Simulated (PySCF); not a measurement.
CH₃ClI₂Si, SMILES C[Si](Cl)(I)I.

Coordinates come from a PBE-D3(BJ)/def2-SVP optimisation. The def2 effective core potentials stand for the cores of I; spin–orbit coupling is left out.

Computed with PBE-D3(BJ)/def2-SVP in PySCF.

Frequencies are harmonic and unscaled.

```tsv
mode	ν (cm⁻¹)	IR (km/mol)	moving atoms (share of kinetic energy)
1	78	0.1	I 77 %, Cl 10 %
2	111	0.6	Cl 63 %, I 20 %, C 11 %
3	153	1.7	Cl 46 %, I 25 %, Si 18 %, C 8 %
4	160	0.5	C 45 %, H 25 %, I 22 %
5	171	0.2	C 41 %, H 26 %, Cl 13 %, I 11 %, Si 9 %
6	176	0.0	H 99 %
7	287	16.4	Si 42 %, I 18 %, C 18 %, Cl 15 %
8	395	128.4	Si 83 %, I 10 %
9	531	100.9	Si 53 %, Cl 38 %
10	713	47.3	C 42 %, Si 41 %, H 16 %
11	774	92.9	H 74 %, C 20 %
12	781	64.8	H 72 %, C 20 %
13	1207	12.9	H 79 %, C 21 %
14	1366	5.4	H 96 %
15	1368	2.1	H 96 %
16	2981	0.2	H 97 %
17	3093	0.1	H 91 %, C 9 %
18	3099	0.1	H 90 %, C 10 %
```
